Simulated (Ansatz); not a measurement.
Geometry optimisation, RKS r2SCANh/def2-SVP (Ansatz 0.2.0).

Input:

```yaml
crystal:
  periodic: [false, false, false]
  atoms:
    - { symbol: "N", position_ang: [-0.4852, 1.5307, -1.0791] }
    - { symbol: B, position_ang: [0.0493, 0.471, -0.226] }
    - { symbol: B, position_ang: [1.4156, -0.5548, 0.1755] }
    - { symbol: Si, position_ang: [-0.1432, -0.97, 0.9092] }
    - { symbol: H, position_ang: [-0.9281, 1.1041, -1.9558] }
    - { symbol: H, position_ang: [-1.3409, 1.9908, -0.5632] }
    - { symbol: H, position_ang: [2.616, -0.8232, 0.0492] }
    - { symbol: H, position_ang: [-0.7955, -2.1448, 0.2843] }
    - { symbol: H, position_ang: [-0.2994, -0.65, 2.3889] }
basis:
  gaussian: { orbitals: def2-SVP }
hamiltonian:
  xc: r2scanh
relax:
  f_tol: 0.015
  max_steps: 40
```

Launched with:

```bash
$ ansatz run input.yaml --threads 2 --pin off --max-ram 3072MiB --backend cpu --events-out ev --progress --plain --runs-dir out
```

Problem. Where does it end, and by what steps?

Solution. It converged. After 20 steps the energy has fallen by 3.192 eV; H8 moved furthest, 1.32 Å. Parted: B2–Si4.

```
step  energy less start (eV)  largest force component (eV/Å)  accepted
   0                  0.0000                           5.291       yes
   1                 -1.4412                           2.742       yes
   2                 -2.1872                           2.018       yes
   3                 -2.5248                           1.681       yes
   4                 -2.8024                           1.068       yes
   5                 -2.9820                           0.746       yes
   6                 -3.1012                           0.586       yes
   7                 -3.1652                           0.848       yes
   8                 -3.1562                           0.973        no
   9                 -3.1842                           0.164       yes
  10                 -3.1872                           0.128       yes
  11                 -3.1869                           0.230        no
  12                 -3.1891                           0.041       yes
  13                 -3.1904                           0.088       yes
  14                 -3.1909                           0.076       yes
  15                 -3.1906                           0.063        no
  16                 -3.1913                           0.022       yes
  17                 -3.1914                           0.029       yes
  18                 -3.1916                           0.017       yes
  19                 -3.1916                           0.016       yes
  20                 -3.1916                           0.012       yes
```

```xyz
9
Properties=species:S:1:pos:R:3
N -0.653 1.203 -1.261
B 0.337 0.496 -0.632
B 1.360 -0.419 0.106
Si -0.012 -1.136 1.157
H -0.819 1.129 -2.258
H -1.268 1.854 -0.788
H 2.524 -0.344 0.383
H -1.447 -1.093 0.748
H 0.066 -1.737 2.527
```

The run took 60 s on 2 threads of Arm Neoverse V1, on a shared host, peak memory 0.18 GiB.
